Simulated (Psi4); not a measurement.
Cl3OSi (SMILES [O][Si](Cl)(Cl)Cl), doublet, at a GFN2-xTB geometry, with bond 3-2 at 1.25 times its length.

The Psi4 input:
```
memory 2 GB

molecule mol {
0 2
O     0.044992   -0.010084    1.979471
Si    0.010409   -0.002333    0.457979
Cl    2.195059   -0.767081   -0.713933
Cl   -0.360113    1.842008   -0.418892
Cl   -1.427762   -1.221209   -0.410231
}

set {
  basis sto-3g
  reference uhf
  stability_analysis check
  scf_type pk
}

energy('scf')
print_variables()
```

Give the total energy at the level HF/STO-3G (Psi4 1.11).

-1723.2392 Eh

What is the computed number of basis functions (HF/STO-3G)?

41

Estimate the <S^2> that HF/STO-3G returns for this input.

0.794

Predict the nuclear repulsion energy from HF/STO-3G.

406.9536 Eh

Estimate the dipole moment that HF/STO-3G returns for this input.

3.75 D

These values belong to the state on which the SCF converged, which isn't shown to be the lowest.
